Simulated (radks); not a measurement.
Values are calculated unless marked as measured or tabulated.
Question: Valence configurations of Ce3+ (all share [Xe]). Code: a radial shooting solver on a logarithmic mesh with Libxc functionals. Model: scalar-relativistic Kohn-Sham, PBE, spin-polarised, spherical densities, finite nucleus; open shells are filled with parallel spins first (spin-orbit coupling, left out, can overturn this in heavy ions); Fermi nuclear charge, rms radius 4.8771 fm. Order these by energy: 6p1; 4f1; 4f0.5 6p0.5; 4f0.5 5d0.5; 6s1.

Answer: From the lowest, in eV above it: 4f1 0.000; 4f0.5 5d0.5 3.136; 4f0.5 6p0.5 7.220; 6s1 11.510; 6p1 16.374. NIST lists [Xe] 4f1 as the ground configuration; this level of theory agrees among the configurations tried. The energies are those of spherical high-spin densities, not of single terms.
